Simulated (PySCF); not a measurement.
Gas-phase reaction: Hf(NH₂)₄ + 4 Cl₂ → HfCl₄ + 4 HCl + 2 N₂H₂

Computed with PySCF and rigid-rotor harmonic-oscillator thermochemistry at 1 bar. † marks an energy on the PBE0/def2-TZVP geometry and frequencies; other levels use their own. CCSD(T) freezes the core. All species are closed-shell singlets. Hf: scalar-relativistic def2 core potential, no spin-orbit coupling. Hf(NH₂)₄: computed as isolated molecules; such fragments, hydroxides, amides, oligomers or adducts are transient or little studied in the gas. CCSD(T) isn't extrapolated to the basis-set limit.

CCSD(T)/def2-SVP† gives ΔH°(298 K) = -681 kJ.

### Question
What do ωB97M-V/def2-TZVP†, PBE0/def2-TZVP, PBE/def2-TZVP† give?

### Answer
ωB97M-V/def2-TZVP†: -510 kJ; PBE0/def2-TZVP: -501 kJ; PBE/def2-TZVP†: -480 kJ. For scale, ΔH°(298 K) is -681 kJ at this level, -510 kJ at ωB97M-V/def2-TZVP†, and runs from -683 to -233 kJ over the 16 levels computed.
